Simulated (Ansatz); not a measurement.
A structure relaxed at r2SCAN-D4/def2-SVP in Ansatz, charge 0, singlet:

```
atom    x (Å)    y (Å)    z (Å)
  S1   2.7203  -3.8244   1.7832
 Cd2   0.4380  -3.2228   2.1139
  S3   0.1180  -0.9109   0.8613
 Cd4  -2.3455  -1.1318   1.3233
  S5  -4.2507   0.0584   0.5805
 Cd6   2.7141  -2.0714   0.1934
  S7   2.8805  -0.7211  -1.8449
 Cd8   0.3204  -0.2985  -1.5336
  S9  -1.0573   1.4335  -2.5449
Cd10  -2.8092   1.4437  -0.7243
Cd11   2.8977   1.5762  -1.1238
 S12   2.3594   3.7801  -0.6255
Cd13   0.0572   3.2610  -1.1447
Cl14  -1.9195  -3.2600   2.7776
Cl15  -2.1233   3.8881  -0.0916
```

Problem. Give its formula.

Solution. Cd7S6Cl2, a halide-capped nanocrystal cut from wurtzite CdS (2 Cl on the cations).

Problem. Summarise the bond lengths by kind (pairs closer than 1.2 times the sum of covalent radii, bridged metal pairs left out).

Solution. 16 × Cd–S 2.32 to 2.92 Å; 4 × Cd–Cl 2.45 to 2.62 Å.

In the def2 sets Cd takes a core potential; there is no spin–orbit coupling.
